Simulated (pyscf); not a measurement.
## 1,1-elimination: F–GeH(F)–GeH₃ → GeH₄ + F–Ge:–F [singlet]

Gas phase, singlet surface, charge 0. Bonds broken: Ge1–Ge2, Ge2–H5. Bonds formed: Ge1–H5. Structures and frequencies: ωB97X-D3(BJ)/def2-SVP in PySCF.

Transition state (Å):

```xyz
8

Ge     0.9375     0.4004     1.0447
Ge    -0.4782     0.6158    -0.9683
F     -1.5048     1.9995    -1.2394
F     -1.4824    -0.7027    -1.5101
H     -0.9506     0.4348     0.7268
H      0.6289     1.4316     2.1340
H      0.7970    -1.0734     1.4214
H      2.3568     0.6786     0.5009
```

One imaginary mode, 538i cm⁻¹; descent along it reached the two sides named, in the forms told below.

```json
[
 {"bond": "Ge1–Ge2", "change": "breaks", "reactant side (Å)": "2.399", "saddle": "2.470", "product side": "3.4"},
 {"bond": "Ge2–H5", "change": "breaks", "reactant side (Å)": "1.533", "saddle": "1.769", "product side": "3.4"},
 {"bond": "Ge1–H5", "change": "forms", "reactant side (Å)": "3.5", "saddle": "1.915", "product side": "1.525"}
]
```

Electronic energies relative to the reactant's lowest minimum found (kJ/mol):

```
level                   barrier  reaction energy  reverse barrier
----------------------  -------  ---------------  ---------------
ωB97X-D3(BJ)/def2-TZVP    236.6            +80.8            155.8
PBE/def2-TZVP             201.6            +45.2            156.4
r²SCAN/def2-TZVP          216.5            +66.7            149.8
B3LYP-D3(BJ)/def2-TZVP    218.3            +43.7            174.6
PBE0-D3(BJ)/def2-TZVP     221.1            +68.9            152.2
M06-2X/def2-TZVP          219.3            +63.7            155.6
ωB97M-D3(BJ)/def2-TZVP    225.3            +42.0            183.4
HF/def2-TZVP              266.9            +52.7            214.2
```

With ωB97M-D3(BJ)/def2-TZVP energies and thermal terms (ideal gas, 1 atm, RRHO with modes under 100 cm⁻¹ raised to 100, one conformer, R ln 2 for chiral ones without a mode under 150 cm⁻¹), in kJ/mol:

```json
[
 {"T (K)": "298", "ΔH‡": "218.4", "ΔG‡": "220.7", "ΔH": "+35.7", "ΔG": "-3.3"},
 {"T (K)": "600", "ΔH‡": "216.2", "ΔG‡": "223.8", "ΔH": "+31.4", "ΔG": "-41.3"},
 {"T (K)": "900", "ΔH‡": "214.4", "ΔG‡": "228.0", "ΔH": "+26.6", "ΔG": "-76.6"},
 {"T (K)": "1200", "ΔH‡": "212.5", "ΔG‡": "232.8", "ΔH": "+21.7", "ΔG": "-110.2"}
]
```

On the product side the descent ends in a complex, 18.4 kJ/mol under the separated species and 174.2 kJ/mol under the saddle at ωB97X-D3(BJ)/def2-TZVP. The same reactants have a lower exit, to F–GeH₃ + F–GeH: [singlet] (barrier +161.6 kJ/mol at ωB97M-D3(BJ)/def2-TZVP, against +225.3 kJ/mol here). One saddle was located; it need not be the lowest between these sides. Elements up to Kr have no core potential and no relativistic terms here.
